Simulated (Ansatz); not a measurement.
Cost and result for the atomization energy of `BCCBr` (10 atoms, 9 bonds).

```xyz
10

B    -1.133   -0.451   -0.802
C    -0.211   -0.364    0.447
C     0.905    0.652    0.403
Br    2.204    0.176   -0.975
H    -1.880   -1.377   -0.928
H    -1.164    0.435   -1.606
H     0.164   -1.346    0.752
H    -0.912   -0.080    1.256
H     1.478    0.712    1.326
H     0.549    1.643    0.129
```

Total charge 0; spin multiplicity 1. Correlated methods include outer-core shells of Br, which these sets cover unevenly. Scalar relativity is left out up to krypton. The geometry is a stationary point of PBE0-D4/def2-TZVP. It is one conformer, not always the lowest. Program: Ansatz. All runs use 4 threads of an Arm Neoverse V1 on a shared host. Times are those of one run each, without the atoms' runs, and a repeat can differ threefold. Electronic energies, without spin–orbit coupling; frozen cores. CCSD(T)/CBS adds CCSD(T) − MP2 in def2-TZVPP to the MP2 limit, and its time is that of the two runs behind it. T1 = 0.008. With those shells the extrapolation isn't a true limit. B3LYP takes the VWN-RPA correlation (the form of Gaussian; ORCA's B3LYP/G).

CCSD(T)/CBS is a level of theory with its own doubt, some kJ/mol a heavy atom from the limit and from the frozen cores, so smaller differences don't rank the functionals.

```
                             level  functions  atomization (kJ/mol)  difference from CCSD(T)/CBS  per bond
r2SCAN-D4/def2-TZVPP (with forces)        225                3578.8                         22.2       2.5
                 B2PLYP/def2-TZVPP        225                3528.5                        -28.1      -3.1
                PBE0-D4/def2-TZVPP        225                3585.1                         28.5       3.2
  ωB97M-V/def2-TZVPP (with forces)        225                3567.5                         10.9       1.2
   PBE-D4/def2-TZVPP (with forces)        225                3619.5                         62.9       7.0
                ωB97X-V/def2-TZVPP        225                3564.0                          7.4       0.8
 B3LYP-D4/def2-TZVPP (with forces)        225                3564.9                          8.3       0.9
                CCSD(T)/def2-TZVPP        225                3479.2                        -77.4      -8.6
                 CCSD(T)/CBS(def2)          –                3556.6                          0.0       0.0
                    MP2/def2-QZVPP        440                3567.5                         10.9       1.2
```

Question: Order the runs by time, with rough figures. (An estimate is asked.)

Answer: The calculation gave: PBE-D4/def2-TZVPP (with forces) 2.2 s; PBE0-D4/def2-TZVPP 2.8 s; B3LYP-D4/def2-TZVPP (with forces) 4.4 s; r2SCAN-D4/def2-TZVPP (with forces) 4.8 s; B2PLYP/def2-TZVPP 5.5 s; ωB97X-V/def2-TZVPP 7.5 s; ωB97M-V/def2-TZVPP (with forces) 11 s; MP2/def2-QZVPP 22 s; CCSD(T)/def2-TZVPP 2.1 min; CCSD(T)/CBS(def2) 2.4 min.

From PBE to PBE0 (25 % exact exchange), in def2-TZVPP and without D4, the atomization energy moves by −31.5 kJ/mol: exact exchange takes away binding that semilocal exchange gives to molecules. The D4 term adds +29.6 kJ/mol with B3LYP and +15.4 kJ/mol with PBE0; it sums over pairs of atoms, weighted by their polarisabilities, and B3LYP, whose exchange is more repulsive, gets the larger term. In def2-TZVPP, CCSD(T) changes the Hartree–Fock value by +759.7 kJ/mol (the triples alone add +42.4 kJ/mol) and MP2 by +802.9 kJ/mol; breaking electron pairs costs correlation energy, which Hartree–Fock lacks.
